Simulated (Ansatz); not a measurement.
`ClC[SiH]1CC1` → `Cl[SiH]1CC1` + `[CH2]` (triplet)  (formal loss of a carbene)

Isolated molecules relaxed with PBE0-D4/def2-TZVP in Ansatz; ΔE leaves out vibrations. CBS: MP2 limit from def2 TZ/QZ plus the TZ coupled-cluster correction, frozen cores. This one scheme is used for every species. Functionals use def2-TZVPP. B3LYP here is the variant with VWN-RPA as its local correlation; programs differ in this. Triplets are unrestricted, without spin–orbit coupling. Each species was taken in one conformer, which may not be the lowest.

```json
{"level": "CAM-B3LYP-D4", "ΔE (kcal/mol)": "72.9"}
{"level": "ωB97X-V", "ΔE (kcal/mol)": "76.3"}
{"level": "BLYP", "ΔE (kcal/mol)": "70.1"}
{"level": "r2SCAN", "ΔE (kcal/mol)": "67.4"}
{"level": "B3LYP", "ΔE (kcal/mol)": "70.0"}
{"level": "BHLYP", "ΔE (kcal/mol)": "66.5"}
{"level": "MP2/def2-SVP", "ΔE (kcal/mol)": "69.6"}
{"level": "CCSD/CBS(def2)", "ΔE (kcal/mol)": "70.6"}
```

Task: What does CCSD(T)/CBS give? (Estimate.)

Result: Ansatz gave: +73.7 kcal/mol. The listed levels differ from it by -0.8, 2.6, -3.6, -6.3, -3.7, -7.2, -4.1, -3.1 kcal/mol.

Task: What do rigid-rotor, harmonic-oscillator terms from PBE0-D4/def2-TZVP frequencies (298.15 K, 1 bar) make of the CCSD(T)/CBS value? (Estimate.)

Result: Ansatz gave: ΔZPE = -6.1 kcal/mol, ΔH = +69.0 kcal/mol, ΔS = 156 J/(mol·K), ΔG = +57.9 kcal/mol. Open shells count their whole term as degenerate.

Largest T1 diagnostic among the species: 0.011.

From PBE to PBE0 (25 % exact exchange), in def2-TZVPP and without D4, ΔE moves by −3.0 kcal/mol. Leaving LDA and LC-ωPBE aside and taking each functional with its dispersion term where it has one, the values, not all of them listed here, spread over 10.2 kcal/mol, from r2SCAN0-D4 to PBE-D4. LDA lies +16.9 kcal/mol from PBE without D4.

CCSD(T)/CBS has its own doubt, a few kJ/mol and more with outer-core shells, so smaller differences from it don't rank the levels.
